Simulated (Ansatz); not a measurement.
A single point on CH$_{4}$BNSTe (`C=NB(S)[TeH]`).

```yaml
crystal:
  periodic: [false, false, false]
  atoms:
    - {symbol: C, position_ang: [1.339618, 1.042146, -0.771913]}
    - {symbol: N, position_ang: [0.443269, 0.193215, -0.609841]}
    - {symbol: B, position_ang: [-0.318572, -0.642645, 0.168889]}
    - {symbol: S, position_ang: [0.229462, -2.354274, 0.427535]}
    - {symbol: Te, position_ang: [-2.203273, 0.051745, 1.001372]}
    - {symbol: H, position_ang: [1.937865, 1.430959, 0.061072]}
    - {symbol: H, position_ang: [1.563976, 1.438349, -1.766567]}
    - {symbol: H, position_ang: [-0.844669, -2.778429, 1.110502]}
    - {symbol: H, position_ang: [-2.059176, 1.572736, 0.361950]}
basis:
  gaussian: {orbitals: def2-TZVPP}
hamiltonian: {xc: pbe}
correlation: {method: rpa}
```

```sh
$ ansatz run in.yaml --threads 4 --pin off --events-out ev --progress --plain
```

Output, abridged:

```
Functional definition: PBE
1604 factors; integrals over basis functions are off by at most 1.1e-3 eV
mean field evaluation 1: about -21341.8809 eV, gradient 1.2e2 eV
mean field evaluation 2: about -21341.8708 eV, gradient 1.2e2 eV
mean field evaluation 4: about -21358.8720 eV, gradient 1.1e2 eV
mean field evaluation 8: about -21390.7802 eV, gradient 4.5e0 eV
mean field evaluation 16: about -21390.8356 eV, gradient 2.3e-3 eV
mean field -21390.83555560 eV, -786.0987074393 hartree, gradient 6.4e-6 eV, S^2 0.000000; 2 other end points of the search recorded, 0 dependent functions left out
12 core orbitals not correlated: weight in the atoms' cores, before any rotation towards them, 1.000 or more for the frozen orbitals, at most 0.000 for the correlated occupied ones
reference -21331.08919898 eV, -783.9030693309 hartree; 19, 19 occupied and 210, 210 virtual orbitals, 1604 factors
Total energy: -21375.73520984 eV, -785.5437799680 hartree
```

Hardware: 4 threads of a server CPU on a shared host. Wall time 5.5 s, peak host memory 0.66 GiB.
